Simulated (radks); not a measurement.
Neutral molybdenum inside a hard spherical wall (all orbitals vanish at R), configuration held at [Kr] 4d5 5s1 and not refilled when levels cross. Calculated with a radial shooting solver on a logarithmic mesh with Libxc functionals: scalar-relativistic Kohn-Sham, r2SCAN, spin-polarised, spherical densities, finite nucleus; open shells are filled with parallel spins first (spin-orbit coupling, left out, can overturn this in heavy ions); meta-GGA in the generalised Kohn-Sham scheme; Fermi nuclear charge, rms radius 4.4091 fm. Eigenvalues in eV for spin up, with the zero of energy where the potential of the charges vanishes at infinity; a dash marks a level that is unbound or too diffuse for the functional's potential to be trusted. A positive occupied level is held by the wall or, in an anion where self-interaction has pushed it up, behind a barrier. The pressure on the wall is -dE/dV.

\begin{tabular}{lrrrrrrrrr}
R (bohr) & E (hartree) & kinetic (hartree) & e(4s) & e(4p) & e(5s) & e(4d) & e(5p, empty) & e(6s, empty) & pressure (GPa) \\ \hline
free & -4049.36168 & 4175.306 & -66.838 & -40.484 & -4.881 & -4.819 & -1.120 & - & 0 \\
15 & -4049.36168 & 4175.306 & -66.838 & -40.484 & -4.880 & -4.819 & -1.114 & 0.741 & < 0.0001 \\
10 & -4049.36132 & 4175.310 & -66.809 & -40.455 & -4.856 & -4.793 & -0.979 & 2.750 & 0.00995 \\
7 & -4049.34969 & 4175.391 & -66.344 & -39.996 & -4.394 & -4.388 & 0.086 & 9.027 & 0.674 \\
5 & -4049.23345 & 4175.963 & -64.039 & -37.773 & -1.439 & -2.365 & 4.825 & 26.944 & 14.9 \\
4 & -4048.90136 & 4177.311 & -60.314 & -34.249 & 5.031 & 1.206 & 13.777 & 54.181 & 90.8 \\
3 & -4047.36717 & 4183.073 & -51.050 & -25.311 & 28.567 & 11.828 & 42.984 & 128.23 & 845 \\
2 & -4035.86402 & 4222.602 & -16.055 & 12.517 & 148.41 & 59.382 & 174.75 & 407.21 & 17700 \\
\end{tabular}
